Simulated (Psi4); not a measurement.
ClK (SMILES [Cl][K]), singlet, at a GFN2-xTB geometry (such geometries of metal compounds can be far from the true shape). Base run: B3LYP/6-31G (Psi4).

Geometry (Å):
```xyz
2

K      0.0000     0.0000    -1.2178
Cl     0.0000     0.0000     1.3611
```
Charge 0, spin multiplicity 1.
All else is at Psi4's defaults (density fitting, Cartesian functions).
Base energy -1060.15115 Eh.

Variants of this job, named by their change:

```csv
change,ΔE vs base (mEh),SCF cycles,grid points,basis functions
base,0.000,6,43520,30
damping_percentage = 20,0.000,19,43520,30
guess = sapgau,0.000,6,43520,30
dft_pruning_scheme = robust,0.012,6,29782,30
dft_basis_tolerance = 1e-8,0.000,6,42709,30
e_convergence = 1e-4,0.000,6,43520,30
level_shift = 1.0,0.000,6,43520,30
dft_radial_points = 50,0.078,6,29308,30
cholesky_tolerance = 1e-6 (with scf_type cd),0.008,6,43520,30
df_basis_scf = def2-universal-jkfit,-0.005,6,43520,30
e_convergence = 1e-8,0.000,7,43520,30
scf_type = dfdirj+cosx,-0.284,7,43520,30
scf_type = cd,0.061,6,43520,30
```
